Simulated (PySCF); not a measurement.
A structure optimised at ωB97X-D3(BJ)/def2-SVP, used in a PySCF frequency run:

```
C
F 1 1.3717
O 1 1.4007 2 110.66
C 3 1.4410 1 92.67 2 112.42
H 4 1.1013 3 111.35 1 120.76
H 4 1.1020 5 109.60 3 -124.24
C 1 1.4753 2 108.43 3 -124.97
C 7 1.2071 2 146.91 1 177.54
H 8 1.0766 2 157.90 1 179.41
C 4 1.5361 5 115.81 6 -133.78
H 10 1.0971 4 115.97 5 -1.79
H 10 1.0976 11 110.81 1 128.68
```
Charge 0, spin multiplicity 1.

Question: Write its SMILES and formula.

Answer: C#C[C@@]1(F)CCO1, C₅H₅FO

Question: What are its rotational constants (standard atomic weights)?

Answer: 4.6435, 2.2724, 1.9684 GHz
